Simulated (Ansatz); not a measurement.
`C[Si](C)(C)[Si](C)(C)[Si](C)(C)[Si](C)(C)C`. Charge 0, multiplicity 3. Geometry PBE-D4/def2-SVP, that of the neutral singlet; atoms count from 1.

Cartesian coordinates in Å:
```
C -0.2419 -0.2044 4.4534
Si -0.7056 0.6456 2.8154
C -2.5963 0.6060 2.6095
C -0.1169 2.4530 2.8717
Si 0.3386 -0.4887 1.0313
C 2.2196 -0.1573 1.1086
C 0.0269 -2.3649 1.2209
Si -0.5421 0.2227 -1.0364
C -0.7162 2.1259 -1.0720
C -2.2665 -0.5667 -1.2756
Si 0.8586 -0.4452 -2.8118
C 1.3118 -2.2848 -2.6409
C -0.0532 -0.1814 -4.4609
C 2.4493 0.5967 -2.8143
H 0.8567 -0.2014 4.6085
H -0.7086 0.3173 5.3160
H -0.5839 -1.2596 4.4676
H -3.1009 1.0840 3.4759
H -2.9710 -0.4354 2.5308
H -2.9088 1.1483 1.6935
H 0.9834 2.5083 3.0034
H -0.3731 2.9902 1.9360
H -0.5876 2.9963 3.7184
H 2.4434 0.9150 0.9347
H 2.6325 -0.4355 2.1009
H 2.7588 -0.7476 0.3386
H 0.4398 -2.7388 2.1811
H 0.5018 -2.9365 0.3966
H -1.0595 -2.5882 1.2075
H 0.2560 2.6194 -0.8687
H -1.4415 2.4728 -0.3066
H -1.0752 2.4744 -2.0630
H -2.9573 -0.2792 -0.4560
H -2.1958 -1.6735 -1.2881
H -2.7190 -0.2432 -2.2362
H 0.4037 -2.9206 -2.5935
H 1.9004 -2.4662 -1.7181
H 1.9208 -2.6264 -3.5046
H 0.5878 -0.4760 -5.3190
H -0.9821 -0.7861 -4.5060
H -0.3341 0.8833 -4.5966
H 3.0182 0.4670 -1.8713
H 3.1119 0.3053 -3.6568
H 2.2169 1.6761 -2.9238
```

Single mean-field runs in def2-TZVP are fitted with def2-universal-jkfit. At PBE0-D4/def2-TZVP a singlet of charge 0 lies 4.70 eV below the triplet at the same geometry.

Problem. Estimate the Mulliken populations of the heavy atoms from the PBE0/def2-TZVP orbitals of Ansatz.

Solution. 
```json
{"atom": "C1", "charge (e)": "-0.44", "spin (α − β)": "0.02"}
{"atom": "Si2", "charge (e)": "0.16", "spin (α − β)": "0.35"}
{"atom": "C3", "charge (e)": "-0.46", "spin (α − β)": "-0.02"}
{"atom": "C4", "charge (e)": "-0.47", "spin (α − β)": "0.00"}
{"atom": "Si5", "charge (e)": "0.07", "spin (α − β)": "0.60"}
{"atom": "C6", "charge (e)": "-0.43", "spin (α − β)": "-0.05"}
{"atom": "C7", "charge (e)": "-0.46", "spin (α − β)": "-0.03"}
{"atom": "Si8", "charge (e)": "0.07", "spin (α − β)": "0.60"}
{"atom": "C9", "charge (e)": "-0.43", "spin (α − β)": "-0.05"}
{"atom": "C10", "charge (e)": "-0.46", "spin (α − β)": "-0.03"}
{"atom": "Si11", "charge (e)": "0.16", "spin (α − β)": "0.35"}
{"atom": "C12", "charge (e)": "-0.46", "spin (α − β)": "-0.02"}
{"atom": "C13", "charge (e)": "-0.44", "spin (α − β)": "0.02"}
{"atom": "C14", "charge (e)": "-0.47", "spin (α − β)": "0.00"}
```
Mulliken values depend strongly on the basis.

Problem. Where does the spin sit?

Solution. Summed by element: C -0.17, Si 1.90, H 0.27, of 2 unpaired in all. Largest on single atoms: Si8 0.60, Si5 0.60, Si11 0.35.

Problem. And the Mayer bond orders between heavy atoms (over 0.3)?

Solution. C1–Si2 0.92 (1.90 Å); Si2–C3 0.97 (1.90 Å); Si2–C4 0.98 (1.90 Å); Si2–Si5 0.93 (2.36 Å); Si5–C6 0.89 (1.91 Å); Si5–C7 0.93 (1.91 Å); Si5–Si8 1.00 (2.36 Å); Si8–C9 0.89 (1.91 Å); Si8–C10 0.93 (1.91 Å); Si8–Si11 0.93 (2.36 Å); Si11–C12 0.97 (1.90 Å); Si11–C13 0.92 (1.90 Å); Si11–C14 0.98 (1.90 Å).
